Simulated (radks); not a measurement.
Question: Excited configurations of Rb IV: one electron is placed in a higher orbital outside [Ar] 3d10 4s2 4p3. The ground configuration is [Ar] 3d10 4s2 4p4. All-electron calculation, scalar-relativistic Kohn-Sham, PBE, spin-polarised, spherical densities, finite nucleus; open shells are filled with parallel spins first (spin-orbit coupling, left out, can overturn this in heavy ions); Fermi nuclear charge, rms radius 4.2036 fm. Program: a radial shooting solver on a logarithmic mesh with Libxc functionals. Excitation = E - E(ground); binding = E(ion) - E, where the ion is the core of charge +4; n* = 4/sqrt(2 binding) in atomic units, and the quantum defect is n - n*.

outer orbital  excitation (eV)  binding (eV)     n*  quantum defect  eigenvalue (eV)  <r> (bohr)
5d                      35.849        15.883  3.702           1.298          -13.951       4.631
5f                      41.556        10.177  4.625           0.375           -8.825       6.684
6f                      44.658         7.074  5.547           0.453           -6.274       10.37
7s                      42.092         9.641  4.752           2.248           -8.711       8.746

Estimate the row for 5p.

Answer: excitation (eV) 29.179; binding (eV) 22.554; n* 3.107; quantum defect 1.893; eigenvalue (eV) -19.842; <r> (bohr) 3.555. The Delta-SCF ionisation energy is 51.733 eV (NIST Atomic Spectra Database: 52.2 eV, semi-empirical). Self-interaction in the functional shifts the binding energies and quantum defects, so they are the method's values and not measured ones. Open shells are spherical and high-spin; term and fine-structure splittings are not resolved.
